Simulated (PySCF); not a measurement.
SMILES O[Si](O)(O)[SiH2][Ge]([Cl])([Cl])[Cl] (H5Cl3GeO3Si2), B3LYP/def2-SVP optimised geometry.

```
14

Si    -1.82    -0.90     1.97
O     -1.20    -0.05     3.25
O     -3.45    -1.01     2.15
O     -1.19    -2.41     1.79
Si    -1.37     0.32     0.00
Ge     1.04     0.32     0.00
Cl     1.75    -1.76     0.05
Cl     2.14     1.32    -1.58
Cl     1.75     1.18     1.90
H     -0.28     0.26     3.20
H     -3.79    -1.48     2.92
H     -0.27    -2.51     1.48
H     -1.75    -0.32    -1.29
H     -1.75     1.76     0.00
```

Density from B3LYP/def2-TZVP (PySCF 2.14.0) at that geometry.

Minimum of the electron density along straight lines between bonded atoms, close to the bond critical point (lines longer than 1.1 times the sum of covalent radii, or with two minima, are not listed):

```json
[
 {"bond": "Si1–O2", "length / Å": "1.654", "ρ at the minimum / e bohr⁻³": "0.138", "∇²ρ there / e bohr⁻⁵": "0.77", "position (fraction from the first atom)": "0.41"},
 {"bond": "Si1–O3", "length / Å": "1.644", "ρ at the minimum / e bohr⁻³": "0.142", "∇²ρ there / e bohr⁻⁵": "0.81", "position (fraction from the first atom)": "0.41"},
 {"bond": "Si1–O4", "length / Å": "1.654", "ρ at the minimum / e bohr⁻³": "0.138", "∇²ρ there / e bohr⁻⁵": "0.77", "position (fraction from the first atom)": "0.41"},
 {"bond": "Si1–Si5", "length / Å": "2.357", "ρ at the minimum / e bohr⁻³": "0.096", "∇²ρ there / e bohr⁻⁵": "-0.19", "position (fraction from the first atom)": "0.44"},
 {"bond": "Si5–Ge6", "length / Å": "2.413", "ρ at the minimum / e bohr⁻³": "0.081", "∇²ρ there / e bohr⁻⁵": "-0.11", "position (fraction from the first atom)": "0.37"},
 {"bond": "Ge6–Cl7", "length / Å": "2.203", "ρ at the minimum / e bohr⁻³": "0.097", "∇²ρ there / e bohr⁻⁵": "0.12", "position (fraction from the first atom)": "0.43"},
 {"bond": "Ge6–Cl8", "length / Å": "2.167", "ρ at the minimum / e bohr⁻³": "0.104", "∇²ρ there / e bohr⁻⁵": "0.14", "position (fraction from the first atom)": "0.44"},
 {"bond": "Ge6–Cl9", "length / Å": "2.203", "ρ at the minimum / e bohr⁻³": "0.097", "∇²ρ there / e bohr⁻⁵": "0.12", "position (fraction from the first atom)": "0.43"},
 {"bond": "O2–H10", "length / Å": "0.968", "ρ at the minimum / e bohr⁻³": "0.346", "∇²ρ there / e bohr⁻⁵": "-2.34", "position (fraction from the first atom)": "0.81"},
 {"bond": "O3–H11", "length / Å": "0.966", "ρ at the minimum / e bohr⁻³": "0.349", "∇²ρ there / e bohr⁻⁵": "-2.35", "position (fraction from the first atom)": "0.81"},
 {"bond": "O4–H12", "length / Å": "0.968", "ρ at the minimum / e bohr⁻³": "0.346", "∇²ρ there / e bohr⁻⁵": "-2.34", "position (fraction from the first atom)": "0.81"},
 {"bond": "Si5–H13", "length / Å": "1.490", "ρ at the minimum / e bohr⁻³": "0.121", "∇²ρ there / e bohr⁻⁵": "0.14", "position (fraction from the first atom)": "0.49"},
 {"bond": "Si5–H14", "length / Å": "1.490", "ρ at the minimum / e bohr⁻³": "0.121", "∇²ρ there / e bohr⁻⁵": "0.14", "position (fraction from the first atom)": "0.49"}
]
```
